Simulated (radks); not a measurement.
All-electron atom: In+ in [Kr] 4d10 5s1 5p1 (not the ground configuration). Method: Dirac Kohn-Sham, PBEsol, spin-unpolarised, spherical densities, finite nucleus; open shells fill j = l - 1/2 first; Fermi nuclear charge, rms radius 4.6156 fm; computed with a radial shooting solver on a logarithmic mesh with Libxc functionals.

Normalised radial functions P(r) = r R(r) (large component), r in bohr:

r	4d5/2
0.001027	0.0000
0.001381	0.0000
0.001841	0.0000
0.002476	0.0000
0.003302	0.0000
0.004439	0.0001
0.005969	0.0002
0.007961	0.0006
0.0107	0.0013
0.01428	0.0029
0.01919	0.0065
0.0258	0.0141
0.03442	0.0292
0.04627	0.0589
0.06172	0.1104
0.08297	0.1956
0.1116	0.3139
0.1488	0.4380
0.2	0.5131
0.2668	0.4467
0.3587	0.1667
0.4823	-0.2909
0.6433	-0.7378
0.8648	-0.9801
1.153	-0.9212
1.551	-0.6629
2.085	-0.3720
2.781	-0.1633
3.739	-0.0497
4.987	-0.0100
6.705	-0.0010
9.014	0.0000

4d5/2: eigenvalue -27.125 eV, 1 radial node at r = 0.403 bohr, <r> = 1.18 bohr, 90 % of the charge inside 1.86 bohr.
